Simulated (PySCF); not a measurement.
`C[C@H]1CC[Si@H](Cl)C1`, C$_{5}$H$_{11}$ClSi

Geometry:
```
atom   x (Å)   y (Å)   z (Å)
  C1   2.202   0.166  -0.138
  C2   0.697   0.240  -0.362
  C3   0.047  -1.146  -0.384
  C4  -1.470  -0.970  -0.483
 Si5  -1.836   0.528   0.637
 Cl6  -3.033   1.892  -0.258
  C7  -0.010   1.064   0.725
  H8   2.681  -0.405  -0.931
  H9   2.636   1.163  -0.123
 H10   2.422  -0.319   0.812
 H11   0.511   0.716  -1.331
 H12   0.433  -1.745  -1.211
 H13   0.292  -1.663   0.547
 H14  -1.748  -0.759  -1.517
 H15  -1.986  -1.884  -0.198
 H16  -2.424   0.192   1.933
 H17   0.162   2.128   0.575
 H18   0.416   0.809   1.697
```

The calculation used TDDFT PBE0/def2-SVPD circular dichroism and optical rotation, one conformer, gas phase in PySCF. Geometry: GFN2-xTB.

States above about 8.0 eV (minus the energy of the highest occupied orbital) lie near or above the ionisation threshold and depend on the basis. Singlets 2 and 3 lie within 0.01 eV of each other, so their separate moments and overlaps can depend on how they mix.

Problem. Draw the ECD and absorption spectra from the lowest 16 states, each a Gaussian of half-width 0.25 eV at 1/e height.

Solution. 
| E (eV) | λ (nm) | Δε (L mol⁻¹ cm⁻¹) | ε (L mol⁻¹ cm⁻¹) |
| --- | --- | --- | --- |
| 6.61 | 187 | -0.10 | 1.33 |
| 6.71 | 185 | -0.44 | 5.63 |
| 6.81 | 182 | -1.33 | 17.5 |
| 6.91 | 179 | -2.94 | 41.2 |
| 7.01 | 177 | -4.59 | 82 |
| 7.11 | 174 | -4.58 | 173 |
| 7.21 | 172 | -1.03 | 433 |
| 7.31 | 170 | +6.73 | 1080 |
| 7.41 | 167 | +16.53 | 2330 |
| 7.51 | 165 | +22.68 | 4290 |
| 7.61 | 163 | +20.06 | 6850 |
| 7.71 | 161 | +10.77 | 9400 |
| 7.81 | 159 | +3.02 | 10700 |
| 7.91 | 157 | +1.59 | 9880 |
| 8.01 | 155 | +2.93 | 7570 |
| 8.11 | 153 | +0.67 | 5400 |
| 8.21 | 151 | -7.25 | 4620 |
| 8.31 | 149 | -16.96 | 5330 |
| 8.41 | 147 | -22.00 | 6620 |
| 8.51 | 146 | -18.36 | 7480 |
| 8.61 | 144 | -6.94 | 7730 |
| 8.71 | 142 | +7.82 | 7760 |

Δε uses R in velocity form, ε uses f in length form. Only the states computed contribute, so the short-wavelength end is incomplete.
